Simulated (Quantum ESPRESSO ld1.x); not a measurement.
The aim is the technetium ion Tc+ in [Kr] 4d5 5s1. What will ld1.x (Quantum ESPRESSO 7.5) do with this input?

```
 &input
    zed=43.0,
    iswitch=1,
    rel=1,
    lsd=1,
    dft='PW',
    config='[Kr] 4d5 5s1 6d-1',
    verbosity='high',
    prefix='ld1',
    max_out_wfc=37,
    file_charge='ld1.rho',
 /
```

Answer. Harmless. A negative occupation marks a state as unused; the result equals that of the sound run.

Output (excerpt):

```
     Program LD1 v.7.5 starts

     --------------------------- All-electron run ----------------------------

     scalar relativistic calculation

     atomic number is 43.00
     dft =PW   lsd =1 sic =0 latt =0  beta=0.20 tr2=1.0E-14
     Exchange-correlation= PW
                           (   1   4   0   0   0   0   0)
     mesh =2047 r(mesh) = 100.16310 a.u. xmin = -8.00 dx = 0.00800
     1 Ry =  13.60569312 eV, c = 137.03599908

     n l     nl                  e(Ry)          e(Ha)          e(eV)
     1 0     1S 1( 1.00)   -1532.262300437    -766.131150218 -20847.4906437
     2 0     2S 1( 1.00)    -219.127255370    -109.563627685  -2981.3781915
     2 1     2P 1( 3.00)    -196.311340587     -98.155670294  -2670.9518566
     3 0     3S 1( 1.00)     -38.567143316     -19.283571658   -524.7327166
     3 1     3P 1( 3.00)     -31.081008620     -15.540504310   -422.8786652
     4 0     4S 1( 1.00)      -6.022872447      -3.011436223    -81.9453542
     4 1     4P 1( 3.00)      -3.972951142      -1.986475571    -54.0547540
     3 2     3D 1( 5.00)     -18.928980006      -9.464490003   -257.5418931
     4 2     4D 1( 5.00)      -1.131697233      -0.565848616    -15.3975253
     5 0     5S 1( 1.00)      -0.913689998      -0.456844999    -12.4313857
     1 0     1S 2( 1.00)   -1532.260069268    -766.130034634 -20847.4602871
     2 0     2S 2( 1.00)    -219.080774645    -109.540387322  -2980.7457890
     2 1     2P 2( 3.00)    -196.274812907     -98.137406454  -2670.4548722
     3 0     3S 2( 1.00)     -38.532742627     -19.266371314   -524.2646714
     3 1     3P 2( 3.00)     -31.043635079     -15.521817540   -422.3701723
     4 0     4S 2( 1.00)      -5.797200175      -2.898600087    -78.8749266
     4 1     4P 2( 3.00)      -3.731955483      -1.865977741    -50.7758410
     3 2     3D 2( 5.00)     -18.879557671      -9.439778835   -256.8694680
     4 2     4D 2( 0.00)      -0.877515001      -0.438757501    -11.9391998
     5 0     5S 2( 0.00)      -0.734362994      -0.367181497     -9.9915175

     final scf error:  4.2E-15 reached in  22 iterations

     Etot =   -8562.249650 Ry,   -4281.124825 Ha, -116495.341178 eV
     Total magnetization:    6.00 Bohr mag.

     Ekin =    8838.773996 Ry,    4419.386998 Ha,  120257.646572 eV
     Encl =  -20621.779542 Ry,  -10310.889771 Ha, -280573.604101 eV
     Eh   =    3468.427585 Ry,    1734.213792 Ha,   47190.361341 eV
     Exc  =    -247.671689 Ry,    -123.835844 Ha,   -3369.744989 eV
```

Run on one thread of a shared host, so times are rough (Intel(R) Xeon(R) Processor @ 2.60GHz): 0.76 s of CPU time, 0.82 s wall, 22 iterations on 2047 mesh points.
